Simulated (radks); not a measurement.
Initial-state core-level shifts of neutral strontium when its valence configuration changes from [Kr] 5s2. All-electron calculation, Dirac Kohn-Sham, PBE, spin-unpolarised, spherical densities, finite nucleus; open shells fill j = l - 1/2 first; Fermi nuclear charge, rms radius 4.224 fm. Program: a radial shooting solver on a logarithmic mesh with Libxc functionals. Shifts are changes of the shell-averaged eigenvalues in eV (positive: less bound); the change of the density at the nucleus, which sets a Mossbauer isomer shift, is in e/bohr^3, on a base of 6.099e+04.

[
 {"valence": "4d1 5s1", "1s": "+0.904", "2s": "+1.031", "3s": "+1.020", "4p": "+0.920", "density at nucleus": "-6.479"},
 {"valence": "5s1 5p1", "1s": "-1.301", "2s": "-1.301", "3s": "-1.301", "4p": "-1.246", "density at nucleus": "-5.000"},
 {"valence": "4d2", "1s": "+1.180", "2s": "+1.402", "3s": "+1.388", "4p": "+1.254", "density at nucleus": "-11.904"},
 {"valence": "5p2", "1s": "-2.508", "2s": "-2.509", "3s": "-2.509", "4p": "-2.390", "density at nucleus": "-10.702"},
 {"valence": "4d0.5 5s1.5", "1s": "+0.559", "2s": "+0.628", "3s": "+0.621", "4p": "+0.559", "density at nucleus": "-3.446"},
 {"valence": "4d1 5p1", "1s": "-0.115", "2s": "+0.031", "3s": "+0.015", "4p": "-0.068", "density at nucleus": "-11.589"},
 {"valence": "5s1.5 5p0.5", "1s": "-0.664", "2s": "-0.664", "3s": "-0.664", "4p": "-0.637", "density at nucleus": "-2.402"},
 {"valence": "4d0.5 5p1.5", "1s": "-1.169", "2s": "-1.085", "3s": "-1.097", "4p": "-1.107", "density at nucleus": "-11.246"}
]
